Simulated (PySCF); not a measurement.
A structure optimised at PBE-D3(BJ)/def2-SVP, used in a PySCF frequency run:

```
C
C 1 1.3547
H 2 1.1019 1 121.21
H 2 1.1045 3 116.86 1 180.00
C 1 1.5081 2 122.84 3 180.00
H 5 1.1081 1 112.15 2 0.00
H 5 1.1106 6 108.23 1 122.91
H 5 1.1106 6 108.23 7 114.18
B 1 1.5602 2 118.20 3 0.00
F 9 1.3355 1 122.37 2 0.00
F 9 1.3361 10 116.42 1 180.00
```

**Question.** Write its SMILES, formula and point group.

**Answer.** C=C(C)B(F)F, C₃H₅BF₂, Cs

**Question.** What are its rotational constants (standard atomic weights)?

**Answer.** 4.9125, 3.0247, 1.8942 GHz
